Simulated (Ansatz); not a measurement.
C5H8O2 can be A, `CC1CCC(=O)O1`, or B, `C=C(CC)C(=O)O`.

Calculated with Ansatz (gas phase, PBE0-D4/def2-TZVP geometries, no zero-point term in ΔE). CCSD(T)/CBS is the MP2 limit (def2-TZVPP, def2-QZVPP) plus CCSD(T) − MP2 in def2-TZVPP, frozen cores. Functionals use def2-TZVPP. B3LYP here is the variant with VWN-RPA as its local correlation; programs differ in this. One conformer a species, not always the lowest.

Task: Which isomer does CCSD(T)/CBS put lower? Give the gap. (An estimate is asked.)

Result: Ansatz gave: A, by 32.7 kJ/mol.

Task: Give E(B) − E(A) in kJ/mol with B2PLYP, B3LYP, HF/def2-TZVPP, B3LYP-D4, CCSD(T)/def2-TZVPP, MP2/def2-TZVPP, PBE-D4. (Estimate.)

Result: Computed: B2PLYP 29.0, B3LYP 24.9, HF/def2-TZVPP 30.9, B3LYP-D4 26.4, CCSD(T)/def2-TZVPP 34.5, MP2/def2-TZVPP 36.7, PBE-D4 37.8. None reverses the order clearly.

Task: Does the order hold for the free energy at 298.15 K (harmonic terms from PBE0-D4)? (Best estimate.)

Result: Computed: Yes: G(B) − G(A) = +22.2 kJ/mol, for one conformer each. Modes under 60 cm⁻¹, often nearly free rotors, make the harmonic entropy too high.

Largest T1 diagnostic: 0.013.

Leaving LDA and LC-ωPBE aside and taking each functional with its dispersion term where it has one, the values, not all of them listed here, spread over 33.2 kJ/mol, from BLYP-D4 to ωB97X-V. LDA lies +19.6 kJ/mol from PBE without D4. From PBE to PBE0 (25 % exact exchange), in def2-TZVPP and without D4, E(B) − E(A) moves by +9.3 kJ/mol.
